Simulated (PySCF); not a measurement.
# Correlation energy of S⁺ (sulfur, charge +1)

[Ne] 3s1 3p3 4s1, high-spin 6S determinant (an excited configuration). Computed with PySCF 2.14 in aug-cc-pCVTZ-DK with one added diffuse shell each of s, p, d, f type (9s8p6d4f, 91 functions), with scalar relativity by spin-free X2C-1e. Frozen: [Ne]; 5 electrons correlated.

```csv
level,correlation energy (mhartree)
CCSD,-45.34
(T),-0.83
CCSD(T),-46.17
```

Diagnostics: T1 = 0.0097, D1 = 0.0305, largest double amplitude 0.035.

The outer electron is Rydberg-like, and this basis confines it to a smaller radius and binds it less than a complete one would.

Cost of the coupled-cluster step: about 14 core-seconds, for 5 correlated electrons.
